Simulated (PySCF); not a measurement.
# Ag⁴⁰⁺: ionisation energy

Ag⁴⁰⁺ [He] 2s2 2p3 (4S) → Ag⁴¹⁺ [He] 2s2 2p2 (3P), as a difference of total energies. All numbers are calculated (PySCF 2.14, the spin-free X2C one-electron Hamiltonian (Gaussian nucleus), in an uncontracted even-tempered set (19 s from 17 bohr⁻², ratio 2.2; 12 p from 22 bohr⁻², ratio 2.2; 6 d from 87 bohr⁻², ratio 2.4; 5 f from 130 bohr⁻², ratio 2.4; 4 g from 200 bohr⁻², ratio 2.4)). Correlated levels: nothing frozen; virtual orbitals above 40 to 60 times the deepest correlated orbital energy dropped. The calculations carry no spin-orbit coupling.

```tsv
method	ionisation energy (eV)
UHF	6258.8
LDA	6254.4
PBE	6255.4
r2SCAN	6259.4
MN15	6260.2
r2SCANh	6259.4
MP2 (all electrons)	6258.7
```

Estimate what PBE0 gives.

6256.5 eV, closest to PBE among the rows shown.

Estimate what SCS-MP2 (all electrons) gives.

6258.1 eV, closest to MP2 (all electrons) among the rows shown.

Spin-orbit coupling is strong in these open shells (close to jj coupling). The scalar numbers leave it out and a first-order estimate fails, so it can dominate the gap to the real levels.

For this ion Breit and QED terms and the two-electron picture change, all absent here, outweigh the differences among the correlated methods.

For comparison: 6170 ± 40 eV (semi-empirical (NIST evaluation); NIST Atomic Spectra Database, ionization energies).
